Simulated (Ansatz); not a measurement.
Ansatz results at the PBE0-D4/def2-TZVP geometry: HOMO energy (PBE0/def2-TZVPP) -8.73 eV; HOMO–LUMO gap (PBE/def2-TZVPP) 4.75 eV; HOMO–LUMO gap (B3LYP/def2-TZVPP) 6.36 eV.

Each molecule was computed in one conformer, which needn't be the lowest.

Task: Which molecule gave them?
A. `[CH3][GaH][Cl]`
B. `[OH][Ga]([Br])[Br]`
C. `[CH3][Ga]([Cl])[Cl]`
D. `C[O][GaH][SH]`

Result: B. The others give `[CH3][GaH][Cl]`: -8.12, 4.69, 6.26; `C[O][GaH][SH]`: -7.71, 4.71, 6.28; `[CH3][Ga]([Cl])[Cl]`: -8.79, 5.48, 7.07.

B3LYP here is the variant with VWN-RPA as its local correlation; programs differ in this.
